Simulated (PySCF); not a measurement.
Mapped SMILES: `[CH:1]#[C:2][C:3]#[C:4][B:5]([OH:6])[OH:7]` (H(Xn): hydrogen on atom n).

Geometry: PBE0-D3(BJ)/def2-SVP; GIAO shifts from PySCF 2.14.0 with density-fitted response routines, gas phase, non-relativistic, averaged over equivalent atoms.

At PBE0/6-311+G(2d,p) (207 basis functions, 37 s wall time on 1 thread of an Arm Neoverse N1, shared host):
| atoms | δ (ppm) |
| --- | --- |
| C3 | 90.1 |
| C4 | 76.7 |
| C1 | 72.7 |
| C2 | 71.4 |
| B5 | 19.1 |
| O6/O7 | 132.3 |
| H(O6)/H(O7) | 3.63 |
| H(C1) | 1.80 |

References, each an isolated molecule treated in the same way: TMS for ¹³C (σ = 186.44 ppm), ¹H (σ = 31.51 ppm); ¹¹B (σ = 102.42 ppm) vs BF3·OEt2; ¹⁷O (σ = 326.57 ppm) vs H2O.

**Question.** Predict the values at PBE0/IGLO-III on the same geometry.

**Answer.** 
| atoms | δ at PBE0/IGLO-III | change |
| --- | --- | --- |
| C3 | 91.6 | +1.5 |
| C4 | 78.9 | +2.2 |
| C1 | 74.5 | +1.8 |
| C2 | 72.6 | +1.2 |
| B5 | 20.2 | +1.1 |
| O6/O7 | 136.2 | +3.9 |
| H(O6)/H(O7) | 3.80 | +0.17 |
| H(C1) | 1.84 | +0.04 |

Referencing at the same level of theory: ¹³C (σref 183.78) and ¹H (σref 31.37) against TMS; ¹¹B (σref 99.94) vs BF3·OEt2; H2O for ¹⁷O (σref 327.19).

The largest change is at O6/O7 (oxygen bonded to B, H). Cost: 275 basis functions, 56 s wall time on 1 thread of an Arm Neoverse N1, shared host. The order of the carbon signals is the same at both levels.

A carbon bonded to boron is broadened by the quadrupolar boron nucleus and is often missing from a measured spectrum. Experimental scales use liquid or dissolved standards, which lie at an offset from isolated H2O (liquid H2O: subtract about 36 ppm).
